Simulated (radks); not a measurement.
Question: These are the eigenvalues of the occupied orbitals of an atom or ion with whole-number occupations (hartree). All-electron calculation, scalar-relativistic Kohn-Sham, r2SCAN, spin-polarised, spherical densities, finite nucleus; meta-GGA in the generalised Kohn-Sham scheme; Fermi nuclear charge, rms radius of each element as measured or else 0.836 A^(1/3) + 0.57 fm. Program: a radial shooting solver on a logarithmic mesh with Libxc functionals.

1s up: -165.3730
1s down: -165.3312
2s up: -20.67375
2s down: -20.65502
2p up: -17.44345
2p down: -17.40118
3s up: -4.76214
3s down: -4.58505
3p up: -3.88647
3p down: -3.71471

Which element is it, and in what charge state? The configuration may be excited. Open shells, if any, are filled with parallel spins first.

Answer: Z = 21, scandium, charge +5: Sc5+ in [Ne] 3s2 3p4. The list shows which subshells hold electrons but not how many an open one holds; the 1s level, -165.37 hartree, gives Z - s = 18.2 by -(Z - s)^2/2, which with screening and relativity narrows Z to a few neighbours, and the depths of the outer levels then fix element, charge and occupations together.
